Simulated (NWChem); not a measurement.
Molecule: CH$_{3}$Cl$_{2}$Si, doublet; SMILES C[Si](Cl)Cl

```xyz
7

C     -2.0235     0.3088     0.0000
Si    -0.3357    -0.5031     0.0000
Cl     0.7035     0.1106     1.6879
Cl     0.7035     0.1106    -1.6879
H     -1.9005     1.4039     0.0000
H     -2.5885     0.0132     0.8964
H     -2.5885     0.0132    -0.8964
```
Atoms are numbered in this order, from 1.

Program: NWChem. Pople sets run with spherical d functions. Spin-unrestricted. In the optimisation the excess spin sits in a' (Cs, its own frame). Geometry: optimised at PBE0/def2-SVP, spin-unrestricted. No stability test was run on the SCF state.

Problem. Estimate the computed values for PBE/6-31G*. Quantities: highest occupied level (eV); lowest empty minus highest occupied level, either spin (eV); dipole (D); <S²>.

Solution. 
```yaml
highest occupied level (eV): -5.30
lowest empty minus highest occupied level, either spin (eV): 1.56
dipole (D): 2.43
"<S²>": 0.751
```
